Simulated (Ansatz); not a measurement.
Born–Oppenheimer molecular dynamics of AlClH$_{5}$NOSi (10 atoms, charge 0, multiplicity 1). It starts from a relaxed structure.

Computed with Ansatz, RKS PBE-D4/6-31G.

- ensemble: NVT, Nosé–Hoover chain
- time step: 0.5 fs
- steps asked: 250
- set temperature: 1500 K
- thermostat: time constant 100 fs, chain length 3 (defaults)
- seed: 614762

First frame:

```xyz
10
Properties=species:S:1:pos:R:3
Al 0.274 -0.306 0.104
Cl 0.635 -0.338 2.273
N 1.635 0.215 -0.925
H 2.544 0.490 -0.556
H 1.589 0.271 -1.940
O -1.249 -0.765 -0.513
Si -2.847 -1.268 -0.858
H -3.272 -2.370 0.093
H -3.798 -0.096 -0.721
H -2.910 -1.793 -2.279
```

**Question.** How far do the bonds stretch over the last three quarters of this one trajectory? (Pairs bonded in most of those frames.)

**Answer.** 
| bond | mean (Å) | spread (Å) | shortest | longest |
| --- | --- | --- | --- | --- |
| Al1–Cl2 | 2.194 | 0.030 | 2.14 | 2.26 |
| Al1–N3 | 1.797 | 0.018 | 1.77 | 1.83 |
| Al1–O6 | 1.742 | 0.035 | 1.68 | 1.79 |
| N3–H4 | 1.031 | 0.037 | 0.97 | 1.10 |
| N3–H5 | 1.029 | 0.037 | 0.97 | 1.09 |
| O6–Si7 | 1.746 | 0.034 | 1.67 | 1.79 |
| Si7–H8 | 1.542 | 0.031 | 1.49 | 1.61 |
| Si7–H9 | 1.555 | 0.071 | 1.43 | 1.68 |
| Si7–H10 | 1.544 | 0.039 | 1.47 | 1.62 |

Mean temperature of the second half: 1178 K. The conserved energy stayed within 0.48 meV per atom of its start (net change 0.21 meV per atom), so the integration is sound. The mean temperature of the second half is 21 % below the set value. A run of 0.12 ps of so small a system gives no equilibrium averages. Limits of this set-up: no polarisation functions.

The run took 16 min on 1 thread of Arm Neoverse V1, on a shared host, peak memory 0.1 GiB.
